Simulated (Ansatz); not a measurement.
System: sum formula AlO2FH2 (charge 0, singlet). SMILES: [OH][Al]([F])[OH]
Coordinates optimised at B3LYP-D3(BJ)/def2-TZVP (Ansatz, a program for electronic structure):
```
Al
F 1 1.6426
O 1 1.6866 2 116.70
H 3 0.9568 1 125.62 2 -180.00
O 1 1.6866 2 116.70 3 -180.00
H 5 0.9568 1 125.62 2 180.00
```
Charge 0, spin multiplicity 1.

PBE beside other levels, property by property. Cores are frozen in the correlated levels unless marked. UHF or UKS for open shells. Spin-orbit coupling is left out. Non-relativistic. Basis-set limits of correlation are two-point, X^-3; Hartree-Fock from the larger set (for Q and 5 zeta extrapolated as (X+1)exp(-9√X)). Atomisation energies are electronic, to ground-state atoms; the column to compare with has the core term from cc-pwCVTZ added, other frozen-core levels have none. Vertical energies are electronic, to the SCF solution reached for that spin. The coupled-cluster column (Ansatz) is a level with limits of its own: (a) CCSD(T)/CBS(aug-cc-pV(T+d)Z,aug-cc-pV(Q+d)Z); (b) CCSD(T)/CBS(cc-pV(Q+d)Z,cc-pV(5+d)Z).

```tsv
property	PBE/def2-TZVPD (Ansatz)	CAM-B3LYP/def2-TZVPD (Ansatz)	wB97M-V/def2-TZVPD (Ansatz)	CCSD(T)/aug-cc-pV(T+d)Z (Ansatz)	coupled cluster
atomisation energy (kcal/mol)	586.3	582.3	582.6	575.8	591.3 (b)
vertical ionisation energy to the doublet (eV)	11.47	12.30	12.34	12.61	12.73 (a)
```

As the rows show:
- atomisation energy: PBE lies 5.0 kcal/mol below coupled cluster.
- vertical ionisation energy to the doublet: PBE lies 1.26 eV below coupled cluster.
